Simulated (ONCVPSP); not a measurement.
**An all-electron radial function and its pseudo partner (Sr)**

Columns: radius, all-electron u(r) and pseudo u(r) of the 4s shell (level -43.96 eV) of strontium in the configuration [Ar] 3d10 4s2 4p6 5s1.5; LDA (Perdew-Wang 92), scalar-relativistic, ONCV scheme, ONCVPSP 4.0.1.

| r (bohr) | all-electron | pseudo |
| --- | --- | --- |
| 0.125 | 0.3201 | 0.1128 |
| 0.250 | -0.2424 | 0.2284 |
| 0.375 | -0.5146 | 0.3478 |
| 0.500 | -0.2964 | 0.4695 |
| 0.625 | 0.1009 | 0.5887 |
| 0.750 | 0.4744 | 0.6985 |
| 0.875 | 0.7472 | 0.7910 |
| 1.000 | 0.9095 | 0.8589 |
| 1.125 | 0.9788 | 0.8970 |
| 1.250 | 0.9796 | 0.9032 |
| 1.375 | 0.9347 | 0.8790 |
| 1.500 | 0.8625 | 0.8289 |
| 1.625 | 0.7767 | 0.7599 |
| 1.750 | 0.6866 | 0.6799 |
| 1.875 | 0.5984 | 0.5964 |
| 2.000 | 0.5157 | 0.5152 |
| 2.125 | 0.4403 | 0.4403 |
| 2.250 | 0.3732 | 0.3732 |
| 2.375 | 0.3144 | 0.3144 |
| 2.500 | 0.2636 | 0.2635 |
| 2.625 | 0.2200 | 0.2199 |
| 2.750 | 0.1829 | 0.1829 |
| 2.875 | 0.1517 | 0.1517 |
| 3.000 | 0.1254 | 0.1254 |
| 3.125 | 0.1035 | 0.1035 |
| 3.250 | 0.0852 | 0.0852 |

(1) How many radial nodes do the two functions have?

(2) At about which radius was the pseudo-wave matched?

(3) Is the pseudo-wave norm-conserving?

Answers

(1) The all-electron 4s function has n − l − 1 = 3 (the table is too coarse to show those close to the nucleus); the pseudo-wave has 0, since the states of the same l below it are removed with the core.

(2) 2.40 bohr. The columns agree to 0.0005 from 2.12 bohr on; several derivatives are matched, so the curves merge somewhat inside the radius.

(3) Yes: the ONCV scheme keeps the norm inside the radius equal to the all-electron one, which fixes the energy derivative of the logarithmic derivative at the level.
